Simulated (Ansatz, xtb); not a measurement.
**Two isomers of C5H6OS**

We compare a, `O=C/C=C/C=C/S`, a singlet, with b, `O=C/C=C/C=C\S`, a singlet. Both are isolated molecules in the gas phase, relaxed with PBE0-D3(BJ)/def2-SVP, each in the lowest conformer that the search found.

Problem. Estimate E(b) − E(a) at the level CCSD(T)/def2-SVP + ΔMP2/def2-TZVPP.

Solution. CCSD(T)/def2-SVP + ΔMP2/def2-TZVPP gives E(b) − E(a) = +3.63 kJ/mol, slightly favouring structure a, which is too small a margin to settle the true order.

Level by level:

| level | geometry | E(b) − E(a) (kJ/mol) | departure from the last row (kJ/mol) | job, with rough time for the two |
| --- | --- | --- | --- | --- |
| GFN2-xTB | GFN2-xTB | +0.32 | −3.31 | optimisation, 0.14 s |
| HF/STO-3G | GFN2-xTB | +7.72 | +4.08 | single point, 0.54 s |
| r2SCAN-D4/def2-SVP | GFN2-xTB | +3.81 | +0.18 | single point, 5.8 s |
| PBE0-D3(BJ)/def2-SVP | PBE0-D3(BJ)/def2-SVP | +2.83 | −0.81 | optimisation, 50 s |
| HF/def2-SVP | PBE0-D3(BJ)/def2-SVP | +8.01 | +4.37 | part of the CCSD(T) run |
| MP2/def2-SVP | PBE0-D3(BJ)/def2-SVP | +4.26 | +0.63 | part of the CCSD(T) run |
| CCSD(T)/def2-SVP | PBE0-D3(BJ)/def2-SVP | +4.48 | +0.85 | single point |
| CCSD(T)/def2-SVP + ΔMP2/def2-TZVPP | PBE0-D3(BJ)/def2-SVP | +3.63 |  | single point, 1.8 min |

As drawn, both hold the same kinds of bond in the same numbers.

The largest departure from CCSD(T)/def2-SVP + ΔMP2/def2-TZVPP is that of HF/def2-SVP, 4.37 kJ/mol. The last row adds to CCSD(T) the change of the MP2 difference between the two basis sets, here −0.85 kJ/mol.

With thermal terms from frequencies at re-optimised GFN2-xTB minima (ideal gas, soft modes damped towards free rotors, one conformer each, 298.15 K, 1 atm): on the last row, ΔE + ΔZPE = +4.19, ΔH = +3.62, ΔG = +4.02 kJ/mol.

The correlated steps freeze 11 core orbitals. Run with Ansatz 0.2.0, xtb 6.7.1; the last row on 2 threads of Arm Neoverse V2 on a shared host.
